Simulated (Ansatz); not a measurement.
The same hydrolysis along the group Ti, Zr, Hf.

Isolated molecules relaxed with PBE0-D4/def2-TZVP in Ansatz; ΔE leaves out vibrations. CCSD(T)/CBS is the MP2 limit (def2-TZVPP, def2-QZVPP) plus CCSD(T) − MP2 in def2-TZVPP, frozen cores. This one scheme is used for every species. Functionals use def2-TZVPP. Elements past krypton have def2 core potentials. For Hf, Ti, Zr outer-core shells are correlated without core-valence functions, which leaves a few kJ/mol of doubt a bond. Scalar relativity is left out up to krypton. One conformer a species, not always the lowest.

```csv
reaction,CCSD(T)/CBS(def2) (kcal/mol)
`[F][Ti]([Cl])([Cl])[Cl]` + H₂O → `[OH][Ti]([Cl])([Cl])[Cl]` + H–F,6.9
`[F][Zr]([Cl])([Cl])[Cl]` + H₂O → `[OH][Zr]([Cl])([Cl])[Cl]` + H–F,7.7
`[F][Hf]([Cl])([Cl])[Cl]` + H₂O → `[OH][Hf]([Cl])([Cl])[Cl]` + H–F,?
```

Question: Fill in the missing values. (Estimate.)

Answer: The calculation gave: `[F][Hf]([Cl])([Cl])[Cl]` + H₂O → `[OH][Hf]([Cl])([Cl])[Cl]` + H–F: +7.9 kcal/mol.

Largest T1 diagnostic: 0.024, for `[F][Ti]([Cl])([Cl])[Cl]`.
